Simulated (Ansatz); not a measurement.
One change: `C[CH2][In]([F])[Cl]` becomes `C[CH2][In]([F])[F]`.

Ansatz, PBE0-D4/def2-TZVP geometries, multiplicity 1. Each molecule was computed in one conformer, which needn't be the lowest.

Elements past krypton have def2 core potentials.

| property | `C[CH2][In]([F])[Cl]` |
| --- | --- |
| HOMO–LUMO gap (PBE/def2-TZVPP) / eV | 4.62 |
| size of the dipole moment (PBE/def2-TZVPP) / D | 4.39 |
| HOMO energy (PBE0/def2-TZVPP) / eV | -8.34 |
| HOMO energy (PBE/def2-TZVPP) / eV | -7.09 |
| zero-point energy (PBE0-D4/def2-TZVP) / kJ/mol | 177.3 |
| LUMO energy (ωB97M-V/def2-TZVPP) / eV | 0.16 |

Problem. What does the change do to each property? (An estimate is asked.)

Solution. Computed: 
| property | `C[CH2][In]([F])[F]` | shift |
| --- | --- | --- |
| HOMO–LUMO gap (PBE/def2-TZVPP) / eV | 4.78 | 0.16 |
| size of the dipole moment (PBE/def2-TZVPP) / D | 4.87 | 0.48 |
| HOMO energy (PBE0/def2-TZVPP) / eV | -8.62 | -0.28 |
| HOMO energy (PBE/def2-TZVPP) / eV | -7.31 | -0.22 |
| zero-point energy (PBE0-D4/def2-TZVP) / kJ/mol | 179.1 | 1.8 |
| LUMO energy (ωB97M-V/def2-TZVPP) / eV | 0.17 | 0.01 |

Dipoles are sizes alone; their direction can turn.
